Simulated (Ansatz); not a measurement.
AuCl, singlet, at a GFN2-xTB geometry (such geometries of metal compounds can be far from the true shape) (core potentials on Au), atoms displaced at random by about 0.05 Å a coordinate; PBE/def2-SVP in Ansatz (an electronic-structure program).

Ansatz was given this input:
Ansatz 0.2 input:
```yaml
crystal:
  periodic: [false, false, false]
  atoms:
    - {symbol: Au, position_ang: [0.03917683, 0.07031301, -0.37828285]}
    - {symbol: Cl, position_ang: [-0.11268740, 0.07229508, 1.83456184]}
basis:
  gaussian:
    orbitals: def2-SVP
hamiltonian:
  xc: pbe
relax: {f_tol: 0.0005}
```

It wrote (shortened):

```
Functional definition: PBE
515 factors; their error is unknown
mean field evaluation 1: about -16207.5739 eV, gradient 1.8e1 eV
mean field evaluation 2: about -16204.8949 eV, gradient 3.5e1 eV
mean field evaluation 4: about -16208.3402 eV, gradient 2.1e0 eV
mean field evaluation 8: about -16208.3533 eV, gradient 1.1e-2 eV
mean field evaluation 16: about -16208.3355 eV, gradient 5.3e-5 eV
mean field -16208.33547057 eV, -595.6453421391 hartree, gradient 5.3e-5 eV, S^2 0.000000; 0 other end points of the search recorded, 0 dependent functions left out
the calculation of the forces begins
reference -16208.33550114 eV, -595.6453432627 hartree; 18, 18 occupied and 32, 32 virtual orbitals, 515 factors
relax step   1: F+E_penalty+E_count = -16208.33547057 eV  Δ(F+E_penalty+E_count) = +0.000e0 eV  max|allowed force component| = 5.995e-1 eV/Å  Δτ_max = 0.0000 Å  (25 SCF iters, accepted)
these checks for a lower state are left out or cut short: starts, cluster_reference, orbital_swaps, neighbouring_geometries, increment
515 factors; their error is unknown
mean field -16208.34716606 eV, -595.6457719404 hartree, gradient 1.7e-5 eV, S^2 0.000000; 0 other end points of the search recorded, 0 dependent functions left out
the calculation of the forces begins
reference -16208.34719687 eV, -595.6457730727 hartree; 18, 18 occupied and 32, 32 virtual orbitals, 515 factors
relax step   2: F+E_penalty+E_count = -16208.34716606 eV  Δ(F+E_penalty+E_count) = -1.170e-2 eV  max|allowed force component| = 7.009e-2 eV/Å  Δτ_max = 0.0178 Å  (28 SCF iters, accepted)
these checks for a lower state are left out or cut short: starts, cluster_reference, orbital_swaps, neighbouring_geometries, increment
515 factors; their error is unknown
mean field evaluation 32: about -16208.3473 eV, gradient 1.1e-5 eV
mean field -16208.34734720 eV, -595.6457785971 hartree, gradient 1.1e-5 eV, S^2 0.000000; 0 other end points of the search recorded, 0 dependent functions left out
the calculation of the forces begins
reference -16208.34737804 eV, -595.6457797306 hartree; 18, 18 occupied and 32, 32 virtual orbitals, 515 factors
relax step   3: F+E_penalty+E_count = -16208.34734720 eV  Δ(F+E_penalty+E_count) = -1.811e-4 eV  max|allowed force component| = 3.153e-3 eV/Å  Δτ_max = 0.0025 Å  (28 SCF iters, accepted)
these checks for a lower state are left out or cut short: starts, cluster_reference, orbital_swaps, neighbouring_geometries, increment
515 factors; their error is unknown
mean field -16208.34734757 eV, -595.6457786108 hartree, gradient 1.2e-5 eV, S^2 0.000000; 0 other end points of the search recorded, 0 dependent functions left out
the calculation of the forces begins
reference -16208.34737842 eV, -595.6457797444 hartree; 18, 18 occupied and 32, 32 virtual orbitals, 515 factors
relax step   4: F+E_penalty+E_count = -16208.34734757 eV  Δ(F+E_penalty+E_count) = -3.732e-7 eV  max|allowed force component| = 1.494e-5 eV/Å  Δτ_max = 0.0001 Å  (18 SCF iters, accepted)
515 factors; their error is unknown
mean field -16208.34734757 eV, -595.6457786108 hartree, gradient 1.2e-5 eV, S^2 0.000000; 1 other end points of the search recorded, 0 dependent functions left out
the calculation of the forces begins
reference -16208.34737842 eV, -595.6457797444 hartree; 18, 18 occupied and 32, 32 virtual orbitals, 515 factors
Total energy: -16208.34737842 eV, -595.6457797444 hartree
Atom 0 at     0.040574     0.070295    -0.398637 Å, force     0.000001    -0.000000    -0.000015 eV/Å
Atom 1 at    -0.114084     0.072313     1.854916 Å, force    -0.000001     0.000000     0.000015 eV/Å
Dipole moment:     0.041216    -0.000538    -0.600568 e Å
```
